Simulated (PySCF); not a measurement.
## SnF, CCSD(T): how much the basis matters

PySCF, UHF reference; doublet, unpaired electrons π ↑; De to Sn + F without counterpoise correction. Frozen cores follow the default of each basis and core potential.

```tsv
basis	relativity	functions	Re (Å)	ωe (cm⁻¹)	De (eV)	frozen orbitals
cc-pVDZ-PP/cc-pVDZ	scalar-relativistic core potentials	37	1.972	603	4.15	5
x2c-SVPall	spin-free X2C	50	1.965	611	4.31	19
def2-SVPD	scalar-relativistic core potentials	55	1.994	558	4.76	5
def2-TZVPP	scalar-relativistic core potentials	81	1.943	593	4.76	5
def2-TZVPPD	scalar-relativistic core potentials	96	1.949	578	4.85	5
```

Question: How does each smaller set differ from the one with most functions, def2-TZVPPD?

Answer: cc-pVDZ-PP/cc-pVDZ: +2.3 pm, +4.3 % in ωe, -0.70 eV in De; x2c-SVPall: +1.6 pm, +5.7 % in ωe, -0.54 eV in De; def2-SVPD: +4.5 pm, -3.5 % in ωe, -0.09 eV in De; def2-TZVPP: -0.6 pm, +2.6 % in ωe, -0.09 eV in De. All at CCSD(T); the set with most functions is neither the basis-set limit nor always the best. The rows treat relativity differently, so the differences are not basis effects alone.

Correlated steps freeze the inner cores (5 to 19 orbitals); shallow outer-core shells are correlated. Correlated levels converge slowly with the basis: in double zeta they bind strong bonds too weakly, by up to about 1 eV, and carry superposition errors of some tenths. These are scalar-relativistic numbers at best; spin–orbit coupling would shift them, the dissociation energy most. The state was picked by a PBE0 search and need not be the measured ground state.
